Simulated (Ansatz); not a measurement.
Coupled-cluster run, `C[S][Ga]([S]C)[S]C`.

```yaml
crystal:
  periodic: [false, false, false]
  atoms:
    - {symbol: C, position_ang: [1.816153, -0.219448, 2.497251]}
    - {symbol: S, position_ang: [1.978171, -0.601336, 0.724812]}
    - {symbol: Ga, position_ang: [0.000070, 0.001940, 0.000296]}
    - {symbol: S, position_ang: [-0.495023, -0.199625, -2.124847]}
    - {symbol: C, position_ang: [1.058456, -0.897382, -2.767655]}
    - {symbol: S, position_ang: [-1.481608, 0.806185, 1.400128]}
    - {symbol: C, position_ang: [-2.874739, 1.116034, 0.270297]}
    - {symbol: H, position_ang: [1.019712, -0.803510, 2.955722]}
    - {symbol: H, position_ang: [2.764714, -0.489412, 2.960715]}
    - {symbol: H, position_ang: [1.634003, 0.842092, 2.657260]}
    - {symbol: H, position_ang: [1.278503, -1.859903, -2.308478]}
    - {symbol: H, position_ang: [1.892353, -0.214880, -2.610997]}
    - {symbol: H, position_ang: [0.914715, -1.040810, -3.838285]}
    - {symbol: H, position_ang: [-3.681589, 1.525389, 0.877627]}
    - {symbol: H, position_ang: [-2.607149, 1.840838, -0.496985]}
    - {symbol: H, position_ang: [-3.216731, 0.193827, -0.196852]}
basis:
  gaussian: {orbitals: def2-TZVPP}
correlation: {method: ccsd_t}
output: {orbitals: {seedname: orbitals}}
```

```sh
$ ansatz run in.yaml --threads 2 --pin off --events-out ev --progress --plain --max-ram 32768MiB --backend cuda --devices 0, --max-vram 18GiB
```

Output of Ansatz, abridged:

```
Functional definition: HF
2299 factors; integrals over basis functions are off by at most 1.1e-3 eV
mean field evaluation 1: about -88021.7702 eV, gradient 3.3e1 eV
mean field evaluation 2: about -88022.1157 eV, gradient 3.3e1 eV
mean field evaluation 4: about -88025.4221 eV, gradient 6.0e0 eV
mean field evaluation 8: about -88025.5083 eV, gradient 4.5e-1 eV
mean field -88025.50915312 eV, -3234.8777955442 hartree, gradient 1.4e-6 eV, S^2 0.000000; 0 other end points of the search recorded, 0 dependent functions left out
27 core orbitals not correlated: weight in the atoms' cores, before any rotation towards them, 1.000 or more for the frozen orbitals, at most 0.000 for the correlated occupied ones
reference -88025.50915312 eV, -3234.8777955442 hartree; 26, 26 occupied and 340, 340 virtual orbitals, 2299 factors
second order -34.82718623 eV of doubles, -0.00000000 eV of singles
cycle   1  -35.63450903 eV  change   -8.1e-1 eV  update   1.4e-1
cycle   2  -36.61392486 eV  change   -9.8e-1 eV  update   4.0e-2
cycle   3  -36.78752736 eV  change   -1.7e-1 eV  update   2.0e-2
cycle   4  -36.77539098 eV  change    1.2e-2 eV  update   4.6e-3
cycle   5  -36.77349414 eV  change    1.9e-3 eV  update   2.1e-3
cycle   6  -36.77321657 eV  change    2.8e-4 eV  update   6.0e-4
cycle   7  -36.77297378 eV  change    2.4e-4 eV  update   2.3e-4
cycle   8  -36.77296333 eV  change    1.0e-5 eV  update   6.7e-5
cycle   9  -36.77297985 eV  change   -1.7e-5 eV  update   2.4e-5
perturbative correction -1.70871112 eV, -0.0627939755 hartree
Total energy: -88063.99084409 eV, -3236.2919716035 hartree
```

Run time 24 s (2 threads of an AMD EPYC 7R13 on a shared host and a share of an NVIDIA H100 80 GB); peak host memory 0.88 GiB.

Correlation energy per correlated electron: -0.740 eV. T1 diagnostic: 0.0121.
